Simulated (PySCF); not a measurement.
Working out the ionisation energy of Ga

Ga [Ar] 3d10 4s2 4p1 (2P) → Ga⁺ [Ar] 3d10 4s2 (1S). All numbers are calculated (PySCF 2.14, scalar relativity by spin-free X2C-1e, in aug-cc-pVDZ-DK). Frozen: [Ar] 3d10. Energies in hartree (1 hartree = 27.21139 eV):

| part | Ga (lower) | Ga⁺ (upper) |
| --- | --- | --- |
| UHF | -1942.084707 | -1941.881831 |
| CCSD correlation | -0.043501 | -0.035739 |
| (T) | -0.000555 | 0.000000 |

Problem. What does Hartree-Fock give?

Solution. (-1941.881831) − (-1942.084707) = 0.202876 hartree = 5.521 eV.

Problem. What do CCSD and CCSD(T) give?

Solution. The CCSD correlation energies differ by 0.007762 hartree = 0.211 eV and the triples by 0.000555 hartree = 0.015 eV, so CCSD gives 5.732 eV and CCSD(T) 5.747 eV.

Measured between the centres of the two terms (NIST): 5.931 eV, so CCSD(T) (valence) is off by -0.184 eV.

A double-zeta basis recovers only part of the correlation energy.

What remains against the reference includes basis incompleteness, the frozen core and higher excitations.
